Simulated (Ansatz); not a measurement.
```yaml
crystal:
  periodic: [false, false, false]
  atoms:
    - {symbol: C, position_ang: [-1.948970, -0.244099, -0.396692]}
    - {symbol: Ta, position_ang: [0.108505, 0.332616, 0.004891]}
    - {symbol: C, position_ang: [1.085489, -1.249833, 1.131196]}
    - {symbol: N, position_ang: [0.083780, 1.782835, 1.009727]}
    - {symbol: N, position_ang: [1.088479, 0.758700, -1.661114]}
    - {symbol: H, position_ang: [-2.441872, -0.521584, 0.543408]}
    - {symbol: h, position_ang: [-2.544161, 0.553454, -0.849762]}
    - {symbol: H, position_ang: [-1.989061, -1.115232, -1.064258]}
    - {symbol: H, position_ang: [0.484387, -1.493977, 2.016022]}
    - {symbol: H, position_ang: [2.084617, -0.980458, 1.484420]}
    - {symbol: H, position_ang: [1.176201, -2.162639, 0.527337]}
    - {symbol: H, position_ang: [0.057234, 2.596271, 1.600417]}
    - {symbol: H, position_ang: [1.509554, 1.637107, -1.920796]}
    - {symbol: H, position_ang: [1.232817, 0.077539, -2.395994]}
basis:
  gaussian: {orbitals: def2-mTZVPP}
hamiltonian: {xc: {name: wB97X-V}, pseudopotentials: {relativity: none}}
```

```sh
$ ansatz run in.yaml --threads 4 --pin off --events-out ev --progress --plain --max-ram 11315MiB
```

It prints (some lines left out):

```
Error: YAML parse error: error: line 10 column 16: `h` is not an element symbol (H … Og, case-exact)
 8 |     - {symbol: N, position_ang: [1.088479, 0.758700, -1.661114]}
 9 |     - {symbol: H, position_ang: [-2.441872, -0.521584, 0.543408]}
10 |     - {symbol: h, position_ang: [-2.544161, 0.553454, -0.849762]}
11 |     - {symbol: H, position_ang: [-1.989061, -1.115232, -1.064258]}
12 |     - {symbol: H, position_ang: [0.484387, -1.493977, 2.016022]}
```

Q: What is wrong with this run?

A: An element symbol is wrong. The input was rejected before any iteration.
